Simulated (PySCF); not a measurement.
Se(Cl)(OMe) (CH3ClOSe), SMILES [Se](OC)Cl. Atoms are numbered in the order given.

```xyz
7

Se    -0.0118    -0.2906     0.6905
Cl    -1.2549     1.2533    -0.2526
O      1.3859    -0.3185    -0.4025
C      1.1937    -0.9347    -1.6615
H      0.4886    -0.3547    -2.2797
H      2.1773    -0.9445    -2.1529
H      0.8208    -1.9678    -1.5624
```

The structure is a stationary point at PBE0-D3(BJ)/def2-SVP. Other conformers were not sampled.

Two levels are set side by side: PBE/pcSseg-1 (PySCF) and KT2/pcSseg-1 (PySCF). GIAO shifts against H2O (¹⁷O), HCl (³⁵Cl), Me2Se (⁷⁷Se), TMS (¹H), TMS (¹³C) at the same level; non-relativistic, no solvent, atoms listed together averaged. Without spin–orbit terms, shifts of atoms bonded to Cl or Br come out too high at both levels. Differences are taken from unrounded values.

```csv
quantity,PBE
δ(⁷⁷Se) of Se1 (ppm),2463.0
δ(³⁵Cl) of Cl2 (ppm),163.4
δ(¹⁷O) of O3 (ppm),134.6
δ(¹³C) of C4 (ppm),70.1
```

Q: These are the PBE values. What does KT2 give? (Estimate from the structure and the level; the computed values follow.)

A: 
```tsv
quantity	KT2	PBE minus KT2
δ(⁷⁷Se) of Se1 (ppm)	2403.6	59.4
δ(³⁵Cl) of Cl2 (ppm)	151.6	11.8
δ(¹⁷O) of O3 (ppm)	128.0	6.5
δ(¹³C) of C4 (ppm)	69.4	0.7
```

Rough cost on one machine, each run with all the roots and properties that it gave: KT2 against PBE within a factor of 2.
